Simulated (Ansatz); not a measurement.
A short molecular-dynamics run on diborane 1,2-di Cl (B2H4Cl2).

```yaml
crystal:
  periodic: [false, false, false]
  atoms:
    - {symbol: B, position_ang: [-0.021642, -0.467993, -0.757734]}
    - {symbol: Cl, position_ang: [-0.300344, 0.348270, -2.304239]}
    - {symbol: H, position_ang: [0.140891, -1.657167, -0.714468]}
    - {symbol: H, position_ang: [-0.979692, -0.129873, 0.108136]}
    - {symbol: B, position_ang: [0.021556, 0.468001, 0.757747]}
    - {symbol: Cl, position_ang: [0.300565, -0.348302, 2.304177]}
    - {symbol: H, position_ang: [-0.140922, 1.657165, 0.714503]}
    - {symbol: H, position_ang: [0.979599, 0.129899, -0.108132]}
basis:
  gaussian: {orbitals: "6-31G*"}
hamiltonian: {xc: {name: r2SCAN}, dispersion: d3bjatm}
md: {timestep: 0.5 fs, n_steps: 15, ensemble: nve, temperature: 700, initial_velocities: maxwell_boltzmann, seed: 171}
scf: {omitted_lower_state_checks: [starts]}
```

```sh
$ ansatz run in.yaml --threads 4 --pin off --events-out ev --progress --plain --max-ram 3916MiB
```

| step | time (fs) | potential energy (eV) | kinetic (eV) | T (K) | conserved (eV) |
| --- | --- | --- | --- | --- | --- |
| 0 | 0.0 | -26461.2259 | 0.5429 | 700 | -26460.6830 |
| 1 | 0.5 | -26461.2013 | 0.5191 | 669 | -26460.6822 |
| 2 | 1.0 | -26461.1486 | 0.4672 | 602 | -26460.6813 |
| 3 | 1.5 | -26461.0804 | 0.3999 | 516 | -26460.6805 |
| 4 | 2.0 | -26461.0088 | 0.3289 | 424 | -26460.6799 |
| 5 | 2.5 | -26460.9438 | 0.2644 | 341 | -26460.6794 |
| 6 | 3.0 | -26460.8929 | 0.2138 | 276 | -26460.6791 |
| 7 | 3.5 | -26460.8611 | 0.1822 | 235 | -26460.6789 |
| 8 | 4.0 | -26460.8511 | 0.1721 | 222 | -26460.6789 |
| 9 | 4.5 | -26460.8626 | 0.1835 | 237 | -26460.6791 |
| 10 | 5.0 | -26460.8929 | 0.2135 | 275 | -26460.6795 |
| 11 | 5.5 | -26460.9365 | 0.2565 | 331 | -26460.6800 |
| 12 | 6.0 | -26460.9846 | 0.3038 | 392 | -26460.6808 |
| 13 | 6.5 | -26461.0260 | 0.3443 | 444 | -26460.6817 |
| 14 | 7.0 | -26461.0478 | 0.3652 | 471 | -26460.6825 |
| 15 | 7.5 | -26461.0382 | 0.3551 | 458 | -26460.6831 |

Velocities are drawn at the set temperature; a run this short doesn't reach equilibrium.

The 6-31G sets use Cartesian d functions.

Frames (Å, forces in eV/Å):

```xyz
8
time=0.0 fs
B    -0.022   -0.468   -0.758    0.053   -0.298    0.113
Cl   -0.300    0.348   -2.304   -0.022    0.060   -0.123
H     0.141   -1.657   -0.714   -0.033    0.245   -0.005
H    -0.980   -0.130    0.108    0.186    0.025   -0.021
B     0.022    0.468    0.758   -0.052    0.298   -0.113
Cl    0.301   -0.348    2.304    0.021   -0.060    0.123
H    -0.141    1.657    0.715    0.033   -0.245    0.005
H     0.980    0.130   -0.108   -0.186   -0.025    0.021
8
time=0.5 fs
B    -0.026   -0.469   -0.757    0.099   -0.139    0.097
Cl   -0.299    0.348   -2.304   -0.022    0.044   -0.089
H     0.150   -1.650   -0.710   -0.061    0.076   -0.018
H    -0.976   -0.128    0.110    0.066   -0.011   -0.035
B     0.021    0.464    0.761   -0.135    1.134   -0.177
Cl    0.301   -0.348    2.302    0.033   -0.134    0.249
H    -0.153    1.690    0.726    0.161   -1.036   -0.026
H     0.976    0.113   -0.100   -0.140    0.066    0.000
8
time=1.0 fs
B    -0.030   -0.471   -0.756    0.143    0.028    0.078
Cl   -0.298    0.348   -2.304   -0.023    0.028   -0.055
H     0.160   -1.642   -0.705   -0.085   -0.102   -0.031
H    -0.971   -0.126    0.111   -0.059   -0.046   -0.048
B     0.020    0.461    0.764   -0.197    1.786   -0.232
Cl    0.302   -0.347    2.300    0.044   -0.206    0.376
H    -0.164    1.719    0.737    0.266   -1.642   -0.066
H     0.973    0.097   -0.091   -0.090    0.155   -0.022
8
time=1.5 fs
B    -0.033   -0.472   -0.755    0.184    0.191    0.059
Cl   -0.298    0.349   -2.303   -0.023    0.012   -0.022
H     0.169   -1.635   -0.700   -0.105   -0.275   -0.043
H    -0.967   -0.124    0.113   -0.182   -0.080   -0.059
B     0.019    0.457    0.767   -0.240    2.275   -0.284
Cl    0.302   -0.346    2.297    0.056   -0.276    0.503
H    -0.175    1.745    0.748    0.350   -2.086   -0.109
H     0.969    0.081   -0.083   -0.039    0.239   -0.045
8
time=2.0 fs
B    -0.037   -0.474   -0.753    0.224    0.340    0.041
Cl   -0.297    0.349   -2.303   -0.024   -0.003    0.009
H     0.178   -1.629   -0.695   -0.124   -0.433   -0.054
H    -0.963   -0.123    0.114   -0.299   -0.111   -0.068
B     0.018    0.455    0.770   -0.269    2.629   -0.335
Cl    0.303   -0.345    2.295    0.067   -0.343    0.629
H    -0.185    1.766    0.758    0.415   -2.396   -0.153
H     0.965    0.065   -0.074    0.009    0.318   -0.069
8
time=2.5 fs
B    -0.041   -0.475   -0.752    0.264    0.462    0.029
Cl   -0.296    0.349   -2.303   -0.024   -0.018    0.038
H     0.186   -1.623   -0.691   -0.144   -0.563   -0.066
H    -0.960   -0.122    0.115   -0.404   -0.140   -0.076
B     0.017    0.453    0.772   -0.288    2.874   -0.389
Cl    0.303   -0.345    2.293    0.078   -0.409    0.754
H    -0.194    1.782    0.768    0.464   -2.597   -0.196
H     0.962    0.050   -0.066    0.054    0.390   -0.094
8
time=3.0 fs
B    -0.045   -0.476   -0.751    0.305    0.548    0.022
Cl   -0.295    0.349   -2.302   -0.024   -0.031    0.064
H     0.194   -1.619   -0.686   -0.166   -0.654   -0.079
H    -0.958   -0.121    0.116   -0.491   -0.164   -0.082
B     0.016    0.451    0.775   -0.303    3.027   -0.446
Cl    0.304   -0.344    2.291    0.089   -0.472    0.877
H    -0.202    1.791    0.778    0.499   -2.710   -0.236
H     0.958    0.037   -0.058    0.090    0.456   -0.119
8
time=3.5 fs
B    -0.048   -0.477   -0.750    0.348    0.591    0.024
Cl   -0.294    0.349   -2.302   -0.024   -0.042    0.087
H     0.202   -1.616   -0.682   -0.193   -0.700   -0.093
H    -0.957   -0.120    0.117   -0.555   -0.184   -0.086
B     0.015    0.450    0.778   -0.316    3.101   -0.507
Cl    0.304   -0.343    2.288    0.100   -0.532    0.995
H    -0.208    1.793    0.787    0.522   -2.747   -0.274
H     0.955    0.024   -0.051    0.118    0.514   -0.146
8
time=4.0 fs
B    -0.052   -0.478   -0.749    0.393    0.588    0.034
Cl   -0.293    0.349   -2.301   -0.025   -0.052    0.106
H     0.209   -1.615   -0.678   -0.225   -0.698   -0.108
H    -0.958   -0.120    0.117   -0.594   -0.199   -0.088
B     0.014    0.450    0.780   -0.329    3.099   -0.572
Cl    0.305   -0.343    2.286    0.111   -0.590    1.108
H    -0.214    1.789    0.796    0.534   -2.712   -0.308
H     0.951    0.012   -0.043    0.135    0.564   -0.173
8
time=4.5 fs
B    -0.056   -0.479   -0.748    0.441    0.543    0.054
Cl   -0.292    0.349   -2.301   -0.025   -0.060    0.121
H     0.216   -1.616   -0.675   -0.264   -0.649   -0.124
H    -0.960   -0.120    0.118   -0.606   -0.209   -0.087
B     0.013    0.451    0.783   -0.340    3.016   -0.640
Cl    0.305   -0.342    2.284    0.121   -0.644    1.215
H    -0.218    1.779    0.804    0.532   -2.603   -0.338
H     0.949    0.002   -0.036    0.141    0.605   -0.200
8
time=5.0 fs
B    -0.059   -0.480   -0.747    0.489    0.461    0.082
Cl   -0.291    0.349   -2.301   -0.025   -0.066    0.132
H     0.222   -1.618   -0.671   -0.308   -0.559   -0.140
H    -0.963   -0.121    0.118   -0.590   -0.214   -0.085
B     0.012    0.452    0.785   -0.348    2.841   -0.711
Cl    0.306   -0.341    2.283    0.131   -0.694    1.314
H    -0.221    1.762    0.811    0.515   -2.408   -0.365
H     0.946   -0.007   -0.030    0.135    0.639   -0.227
8
time=5.5 fs
B    -0.062   -0.480   -0.746    0.536    0.352    0.118
Cl   -0.290    0.350   -2.300   -0.024   -0.071    0.140
H     0.228   -1.622   -0.668   -0.355   -0.438   -0.157
H    -0.968   -0.123    0.118   -0.549   -0.215   -0.082
B     0.010    0.454    0.787   -0.347    2.555   -0.782
Cl    0.307   -0.341    2.281    0.141   -0.739    1.403
H    -0.223    1.740    0.817    0.479   -2.109   -0.386
H     0.944   -0.014   -0.024    0.119    0.664   -0.253
8
time=6.0 fs
B    -0.065   -0.481   -0.744    0.578    0.227    0.158
Cl   -0.289    0.350   -2.300   -0.024   -0.074    0.146
H     0.233   -1.627   -0.665   -0.402   -0.296   -0.172
H    -0.974   -0.125    0.117   -0.484   -0.210   -0.078
B     0.009    0.457    0.789   -0.330    2.130   -0.854
Cl    0.307   -0.341    2.279    0.149   -0.778    1.482
H    -0.223    1.712    0.822    0.418   -1.680   -0.401
H     0.942   -0.019   -0.019    0.094    0.682   -0.279
8
time=6.5 fs
B    -0.068   -0.482   -0.743    0.613    0.097    0.200
Cl   -0.288    0.350   -2.300   -0.024   -0.077    0.148
H     0.236   -1.632   -0.663   -0.447   -0.146   -0.186
H    -0.981   -0.127    0.117   -0.399   -0.201   -0.074
B     0.007    0.460    0.791   -0.287    1.539   -0.926
Cl    0.308   -0.340    2.278    0.157   -0.811    1.548
H    -0.223    1.681    0.827    0.324   -1.093   -0.408
H     0.940   -0.023   -0.014    0.062    0.692   -0.303
8
time=7.0 fs
B    -0.071   -0.482   -0.742    0.639   -0.028    0.242
Cl   -0.287    0.350   -2.299   -0.025   -0.079    0.149
H     0.239   -1.638   -0.661   -0.486    0.003   -0.196
H    -0.989   -0.130    0.116   -0.300   -0.188   -0.069
B     0.006    0.463    0.792   -0.210    0.756   -0.997
Cl    0.308   -0.340    2.276    0.164   -0.836    1.602
H    -0.221    1.646    0.830    0.192   -0.323   -0.405
H     0.939   -0.026   -0.010    0.026    0.694   -0.325
8
time=7.5 fs
B    -0.074   -0.482   -0.741    0.653   -0.140    0.278
Cl   -0.286    0.350   -2.299   -0.025   -0.082    0.149
H     0.240   -1.644   -0.660   -0.518    0.142   -0.203
H    -0.998   -0.133    0.115   -0.191   -0.170   -0.065
B     0.004    0.467    0.793   -0.093   -0.225   -1.066
Cl    0.309   -0.340    2.275    0.169   -0.852    1.642
H    -0.220    1.611    0.832    0.017    0.637   -0.390
H     0.937   -0.026   -0.007   -0.012    0.690   -0.344
```

Hardware: 4 threads of Intel Xeon on a shared host. Wall time 50 s.
